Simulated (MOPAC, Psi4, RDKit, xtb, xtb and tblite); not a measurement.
Two geometries of C4H10O, SMILES CC(C)CO, singlet, relaxed at GFN2-xTB with one dihedral held; other torsions can differ between them too.

Structure A

```
15

C     -1.0268    -1.0715    -0.1701
C     -0.1090     0.1430    -0.3012
C     -0.8075     1.3959     0.2264
C      1.2498    -0.1137     0.4088
O      1.5603     0.7796     1.4495
H     -1.9648    -0.8940    -0.6914
H     -0.5588    -1.9544    -0.5997
H     -1.2513    -1.2742     0.8758
H      0.0947     0.2989    -1.3652
H     -1.6553     1.6404    -0.4090
H     -0.1223     2.2398     0.2319
H     -1.1803     1.2413     1.2379
H      1.2744    -1.1470     0.7840
H      2.0699     0.0013    -0.3034
H      0.8779     0.7153     2.1259
```

Structure B

```
15

C      0.4244    -2.4146     1.1052
C      0.7651    -1.0195     1.6248
C      1.8492    -1.1310     2.6976
C      1.2270    -0.1263     0.4467
O      2.3062     0.7283     0.7323
H      0.0176    -3.0297     1.9047
H     -0.3136    -2.3588     0.3074
H      1.3175    -2.8986     0.7177
H     -0.1306    -0.5802     2.0783
H      1.5532    -1.8602     3.4482
H      2.0167    -0.1801     3.1984
H      2.7865    -1.4504     2.2491
H      1.5991    -0.7629    -0.3608
H      0.3728     0.4463     0.0582
H      2.0428     1.3451     1.4237
```

**Question.** Which is lower in energy at the level PBE0-D3(BJ)/def2-TZVP // GFN2-xTB (Psi4), and by how much?

**Answer.** B is lower, by 1.15 kcal/mol (dihedral C1–C2–C4–O5: -120° in A, -140° in B).

E(B) − E(A) in kcal/mol at the other levels, on the same two geometries: GFN2-xTB (xtb and tblite) -0.69; MMFF94 // GFN2-xTB (RDKit) -1.05; PBE0/def2-TZVP // GFN2-xTB (Psi4) -1.17; PBE/def2-TZVP // GFN2-xTB (Psi4) -1.11; PBE-D3(BJ)/def2-TZVP // GFN2-xTB (Psi4) -1.09; UFF // GFN2-xTB (RDKit) -1.51; PM7, restricted, heats of formation // GFN2-xTB (MOPAC) -0.16; AM1, restricted, heats of formation // GFN2-xTB (MOPAC) -0.29; GFN1-xTB // GFN2-xTB (xtb) -0.49.
